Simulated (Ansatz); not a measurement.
Mulliken charges of `[NH2][Sn]([Cl])[Cl]` radical from PBE/def2-TZVPP in Ansatz (PBE0-D4/def2-TZVP geometry).

| atom | x (Å) | y (Å) | z (Å) | charge (e) |
| --- | --- | --- | --- | --- |
| N1 | -0.051 | 1.066 | -0.246 | -0.431 |
| Sn2 | -0.186 | -0.775 | 0.621 | 0.790 |
| Cl3 | 2.040 | -1.507 | 0.721 | -0.339 |
| Cl4 | -1.307 | -2.063 | -0.987 | -0.339 |
| H5 | 0.498 | 1.729 | 0.293 | 0.159 |
| H6 | -0.952 | 1.486 | -0.448 | 0.159 |

**Question.** By hand: the dipole of these point charges (1 e Å = 4.8032 D).

**Answer.** Σ q r = (-0.446, 0.650, 0.662) e Å, of length 1.029 e Å = 4.94 D.

**Question.** How does the dipole of the full density compare? (An estimate is asked.)

**Answer.** Computed: (-0.290, 0.647, 0.358) e Å, 3.82 D; the point charges give 1.29 times that, at 16° from its direction.

Point charges leave out the atoms' own dipoles, such as those of lone pairs, and Mulliken's split depends on the basis, so the two needn't agree.
